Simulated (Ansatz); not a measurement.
Spectroscopic constants of NaS-, closed-shell singlet (lowest of 2S+1 = 1, 3, 5 at CCSD(T)/def2-TZVPP on PBE0 minima; our sources give no spin for the ground state, which may be another).

Seven points along R, fitted to fifth degree in 1/R; most abundant isotopes. Runs in def2 and cc sets follow the lowest solution found near the PBE0 minimum. The singlet is held restricted.

Programs: Ansatz (a program for electronic structure). Each number belongs to the level named beside it.

Energies at B97M-V/def2-TZVPP:

```
R (Å)       E (hartree)
--------  -------------
2.224217  -560.37410116
2.284008  -560.37665059
2.339016  -560.37784860
2.401198  -560.37813707
2.463381  -560.37752602
2.535130  -560.37596160
2.618837  -560.37328480
```

Problem. With a reduced mass of 13.3735 u, find the minimum, the force constant and the constants.

Solution. A fifth-degree polynomial in 1/R puts the minimum at r_e = 2.3878 Å with force constant 106 N/m. Then ω_e = (1/2πc)√(k/μ) = 368 cm⁻¹ and B_e = h/(8π²cμr_e²) = 0.2211 cm⁻¹; the cubic and quartic terms give α_e = 0.0017 and ω_e x_e = 2.1 cm⁻¹.
